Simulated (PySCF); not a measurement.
A structure optimised at PBE-D3(BJ)/def2-SVPD, used in a PySCF frequency run:

```xyz
5

Re     0.0000     0.0000     0.0000
O      1.0138     1.0138    -1.0138
O     -1.0138     1.0138     1.0138
O     -1.0138    -1.0138    -1.0138
O      1.0138    -1.0138     1.0138
```
Charge -1, spin multiplicity 1.

Question: Write its SMILES, formula and point group.

Answer: [O]=[Re-](=[O])(=[O])=[O], O₄Re, Td

Question: What are its rotational constants (standard atomic weights)?

Answer: 3.8419, 3.8419, 3.8419 GHz
